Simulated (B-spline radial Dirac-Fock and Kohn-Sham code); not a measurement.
Total conversion coefficients of Sc against transition energy

Method: a Dirac-Hartree-Slater potential of the neutral atom with a Latter tail (no hole, which puts coefficients of high multipoles low close above an edge), finite nucleus with surface currents. Computed with a radial finite-basis atomic code. Subshells within 1 keV of threshold and pair formation are left out.

| energy (keV) | E1 | E4 | E5 | M1 | M3 | M4 |
| --- | --- | --- | --- | --- | --- | --- |
| 16.1 | 6.64 | 1.11e+06 | 8.30e+07 | 2.57 | 7520 | 396000 |
| 17 | 5.67 | 798000 | 5.54e+07 | 2.19 | 5820 | 292000 |
| 20 | 3.52 | 300000 | 1.68e+07 | 1.36 | 2700 | 117000 |
| 37.9 | 0.515 | 7480 | 192000 | 0.221 | 137 | 3360 |
| 40.1 | 0.433 | 5440 | 131000 | 0.189 | 105 | 2470 |
| 50 | 0.220 | 1570 | 29900 | 0.102 | 38.3 | 737 |
| 56.5 | 0.151 | 787 | 13300 | 0.0734 | 22.0 | 380 |
| 65 | 0.0976 | 358 | 5290 | 0.0502 | 11.7 | 178 |
| 65.4 | 0.0958 | 345 | 5080 | 0.0494 | 11.4 | 172 |
| 72 | 0.0710 | 201 | 2710 | 0.0381 | 7.40 | 103 |
| 92.2 | 0.0328 | 50.3 | 540 | 0.0198 | 2.49 | 27.9 |
| 100 | 0.0255 | 31.9 | 319 | 0.0160 | 1.75 | 18.2 |
| 116 | 0.0160 | 14.0 | 123 | 0.0109 | 0.922 | 8.46 |
| 122 | 0.0137 | 10.5 | 88.8 | 0.00959 | 0.744 | 6.54 |
| 153 | 0.00678 | 3.02 | 21.0 | 0.00541 | 0.287 | 2.08 |
| 200 | 0.00298 | 0.703 | 3.94 | 0.00278 | 0.0963 | 0.560 |
| 222 | 0.00217 | 0.402 | 2.08 | 0.00216 | 0.0635 | 0.340 |
| 246 | 0.00160 | 0.234 | 1.12 | 0.00169 | 0.0425 | 0.210 |
| 306 | 0.000842 | 0.0755 | 0.307 | 0.00101 | 0.0185 | 0.0772 |
| 470 | 0.000259 | 0.00940 | 0.0286 | 0.000382 | 0.00393 | 0.0122 |
| 500 | 0.000220 | 0.00709 | 0.0208 | 0.000334 | 0.00318 | 0.00949 |
| 525 | 0.000195 | 0.00570 | 0.0162 | 0.000300 | 0.00270 | 0.00780 |
| 539 | 0.000182 | 0.00508 | 0.0142 | 0.000283 | 0.00247 | 0.00703 |
| 837 | 6.66e-05 | 0.000856 | 0.00187 | 0.000113 | 0.000613 | 0.00136 |
| 896 | 5.79e-05 | 0.000669 | 0.00141 | 9.90e-05 | 0.000501 | 0.00107 |
| 1000 | 4.66e-05 | 0.000456 | 0.000915 | 7.99e-05 | 0.000364 | 0.000741 |
| 1290 | 2.93e-05 | 0.000203 | 0.000364 | 4.93e-05 | 0.000181 | 0.000329 |
| 2000 | 1.46e-05 | 6.19e-05 | 9.52e-05 | 2.28e-05 | 6.09e-05 | 9.50e-05 |

Q: How fast do they fall between 1000 and 2000 keV?

A: As powers of the energy: E1 E^-1.67, E4 E^-2.88, E5 E^-3.26, M1 E^-1.81, M3 E^-2.58, M4 E^-2.96. Within one type (E or M) the higher multipoles fall faster.
